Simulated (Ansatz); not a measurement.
System: CH$_{8}$OSi$_{2}$ (charge 0, singlet). 
Geometry from a B3LYP-D3(BJ)/def2-TZVP (Ansatz, a quantum-chemistry and plane-wave program) optimisation:
SMILES: C[SiH2]O[SiH3]
```xyz
12

C      2.4724    -0.1402     0.4071
Si     0.9669    -0.0118    -0.6795
O     -0.3766     0.0046     0.2655
Si    -2.0075     0.0786     0.3555
H      2.4476    -1.0560     1.0007
H      2.5327     0.7084     1.0912
H      3.3813    -0.1529    -0.1993
H      1.0077     1.2341    -1.4851
H      0.8918    -1.1671    -1.6082
H     -2.3986     0.0244     1.7806
H     -2.4995     1.3419    -0.2437
H     -2.6156    -1.0638    -0.3671
```

Property: vertical triplet-singlet gap (E(triplet) - E(singlet); each state is the SCF solution reached for its spin; for the triplet T1 is 0.066), in kJ/mol. Valence correlation only, unless marked. Open shells are spin-unrestricted. No spin-orbit coupling. Non-relativistic. Basis-set limits of correlation are two-point, X^-3; Hartree-Fock from the larger set. [CCSD(T)-MP2]/basis is that difference in the basis named.

| level | program | vertical triplet-singlet gap (kJ/mol) |
|---|---|---|
| HF/aug-cc-pV(D+d)Z | Ansatz | 721.6 |

Question: Estimate the value at RI-MP2/CBS(aug-cc-pV(T+d)Z,aug-cc-pV(Q+d)Z)+[CCSD(T)-MP2]/aug-cc-pV(T+d)Z as computed with Ansatz.

Answer: 717.7 kJ/mol
